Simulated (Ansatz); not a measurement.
`CNBCl` + `[CH3][Zr]([NH2])([OH])[OH]` → `C[O][Zr]([CH3])([NH2])[OH]` + `NBCl`  (substitution at a C–N bond)

Gas-phase electronic energies from Ansatz, PBE0-D4/def2-TZVP geometries. CCSD(T)/CBS adds triple-zeta CCSD(T) − MP2 to the extrapolated MP2 energy (def2 sets, frozen cores). Functionals use def2-TZVPP. Elements past krypton have def2 core potentials. For Zr outer-core shells are correlated without core-valence functions, which leaves a few kJ/mol of doubt a bond. One conformer a species, not always the lowest.

```csv
level,ΔE (kcal/mol)
revPBE-D4,3.5
BHLYP-D4,2.8
```

Task: What does CCSD(T)/CBS give? (Estimate.)

Result: Ansatz gave: +4.2 kcal/mol. The listed levels differ from it by -0.7, -1.4 kcal/mol.

Task: What do rigid-rotor, harmonic-oscillator terms from PBE0-D4/def2-TZVP frequencies (298.15 K, 1 bar) make of the CCSD(T)/CBS value? (Estimate.)

Result: Ansatz gave: ΔZPE = +0.3 kcal/mol, ΔH = +4.6 kcal/mol, ΔS = 20 J/(mol·K), ΔG = +3.2 kcal/mol. Modes under 50 cm⁻¹ make the entropy rough.

Largest T1 diagnostic among the species: 0.016.

In def2-TZVPP, CCSD(T) changes the Hartree–Fock value by +1.1 kcal/mol (the triples alone add −0.1 kcal/mol) and MP2 by +1.6 kcal/mol. At CCSD(T), def2-SVP lies −1.4 kcal/mol from the extrapolated value and def2-TZVPP −0.9 kcal/mol. Leaving LDA and LC-ωPBE aside and taking each functional with its dispersion term where it has one, the values, not all of them listed here, spread over 1.3 kcal/mol, from BLYP-D4 to ωB97M-V. LDA lies +1.0 kcal/mol from PBE without D4.
